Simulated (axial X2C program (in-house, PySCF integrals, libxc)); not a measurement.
Potential curves of GaP⁺, with spin–orbit coupling

Computed with an in-house all-electron X2C program for linear molecules (integrals from PySCF). Two-component (2c) means X2C with spin–orbit coupling and atomic mean-field two-electron Coulomb and Gaunt terms. Basis: Ga dyall-cv3z [9s9p7d4f1g], P dyall-v3z [8s7p2d1f] (cores contracted in-house); Gaussian nuclei, density fitting, unrestricted open shells. Masses: Ga 68.926 u, P 30.974 u.

State: Ω = 3/2 (⟨Sz⟩ = 1.50, ⟨Lz⟩ = 0.00 at PBEsol). Energies in cm⁻¹ from the fragments at the same level (Ga+ + P). Fits are polynomials in 1 − R0/R over 0.85 to 1.23 times the lowest point R0.

| R (Å) | PBEsol | MP2 |
| --- | --- | --- |
| 2.3220 | -5591 | -297 |
| 2.4288 | -6252 | -1400 |
| 2.5089 | -6446 | -1927 |
| 2.5889 | -6469 | -2278 |
| 2.6690 | -6378 | -2501 |
| 2.7624 | -6174 | -2640 |
| 2.8558 | -5905 | -2686 |
| 2.9759 | -5505 | -2646 |
| 3.1227 | -4979 | -2500 |
| 3.3363 | -4213 | -2186 |

Correlated methods: 7 electrons correlated (number of frozen shells: Ga 3 s, 2 p, 1 d; P 2 s, 1 p), 231 virtual spin orbitals or spinors in MP2.

The state is a single determinant with fixed occupations, the lowest that a limited PBE0 search found. De is counted from the lowest determinant-based energies of the atoms at the same level, without counterpoise correction. Density functionals use the spin component along the axis (collinear). Other states lie close and PBE0, whose exact exchange favours high spin, may order them wrongly; the determinant shown need not be the ground state. The nearest other 2c determinant of the search, Ω = 1/2, lies 0.50 eV up at the distance of the search. With several unpaired electrons one determinant need not be a pure state. This is the top spin component of a Σ state; components of lower Ω are not single determinants and can lie lower. With the outer-core shells frozen, correlated bond lengths of heavy atoms tend to come out a few hundredths of an ångström too long. MP2 and coupled cluster on one determinant become unreliable at the stretched end.

What are Re, ωe and De at the PBEsol level?

At PBEsol, 2c: Re = 2.562 Å, ωe ≈ 179 cm⁻¹, De = 0.80 eV to Ga+ + P; Be follows as 0.12 cm⁻¹.

What are Re, ωe and De at the MP2 level?

At MP2, 2c: Re = 2.866 Å, ωe ≈ 109 cm⁻¹, De = 0.33 eV to Ga+ + P; Be follows as 0.096 cm⁻¹.
